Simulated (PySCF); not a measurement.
SMILES [NH2][Ge]([NH2])([OH])[Cl] (H5ClGeN2O) (PBE0/def2-SVP optimised geometry):

```
10

N     -1.073    -2.202    -1.423
Ge    -0.619    -1.180     0.000
N     -1.350     0.472     0.000
O     -1.195    -1.879     1.512
Cl     1.557    -1.180     0.000
H     -0.306    -2.459    -2.036
H     -1.864    -1.860    -1.959
H     -0.824     1.180    -0.505
H     -1.557     0.810     0.937
H     -1.227    -2.841     1.464
```

Calculation: PBE0/def2-TZVP run with PySCF.

**Question.** What are the frontier orbital energies and the dipole moment?

**Answer.** HOMO-2 -8.85 eV, HOMO-1 -8.07 eV, HOMO -7.90 eV, LUMO 0.00 eV, LUMO+1 1.33 eV; dipole moment 1.91 D.

On the same geometry PySCF with PBE/def2-TZVP gives HOMO-2 -7.24 eV, HOMO-1 -6.56 eV, HOMO -6.39 eV, LUMO -0.96 eV, LUMO+1 0.40 eV; dipole moment 1.89 D.

Meta-Löwdin charges at PBE0/def2-TZVP: N1 -0.72, Ge2 1.20, N3 -0.71, O4 -0.74, Cl5 -0.36, H6 0.25, H7 0.25, H8 0.24, H9 0.25, H10 0.35.
